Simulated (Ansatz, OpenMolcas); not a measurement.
# Worked example: the enthalpy of formation of AgI (SMILES [Ag][I])

AgI: 2 atoms, total charge 0, spin state singlet. As SMILES, `[Ag][I]`. Geometry: the measured bond length.

```xyz
2

Ag    0.0000    0.0000    0.0000
I     0.0000    0.0000    2.5446
```

Total energies at HF/def2-TZVPPD (core potential) (OpenMolcas 26.06); the atoms run unrestricted:

| species | state | energy (Eh) |
| --- | --- | --- |
| AgI | singlet | -442.839190 |
| Ag | doublet | -146.116958 |
| I | doublet | -296.658629 |

Harmonic wavenumbers at wB97M-V/def2-TZVPD, in cm⁻¹: 205.

Measured heats of formation of the gaseous atoms at 298.15 K, in kJ/mol: Ag 284.9, I 106.8. Spin-orbit lowering of the atoms at 298 K (mean of the ground term's levels less their thermal mean, from spectra), in kJ/mol: I 30.32. Take 1 Eh = 2625.50 kJ/mol, 1 cm⁻¹ = 0.0119627 kJ/mol, RT = 2.479 kJ/mol.

Task: Work out the heat of formation of the gas at 298 K.

Result: 
1. Electronic atomisation energy: (-146.116958) + (-296.658629) − (-442.839190) = 0.063603 Eh = 167.0 kJ/mol.
2. Zero-point energy: half the sum of the wavenumbers, 102.5 cm⁻¹ = 1.2 kJ/mol.
3. Thermal vibrational enthalpy, Σ hcν̃/(exp(hcν̃/kT) − 1): 1.5 kJ/mol. Translation, rotation and pV of a linear molecule: 3.5 RT = 8.7 kJ/mol.
4. The 2 free atoms carry 5/2 RT each: 12.4 kJ/mol.
5. Spin-orbit coupling lowers the free atoms by 30.32 = 30.3 kJ/mol.
6. Atomisation enthalpy at 298 K: 167.0 − 30.3 − 1.2 − 1.5 − 8.7 + 12.4 = 137.7 kJ/mol.
7. Sum of the atoms' heats of formation: 391.7 kJ/mol. Heat of formation: 391.7 − 137.7 = +254.0 kJ/mol.

No measured value is set beside it here. Hartree–Fock leaves out correlation, which is larger in the molecule than in the atoms, so it underbinds and puts the heat of formation too high. Anharmonicity and any spin-orbit splitting of the molecule are left out.
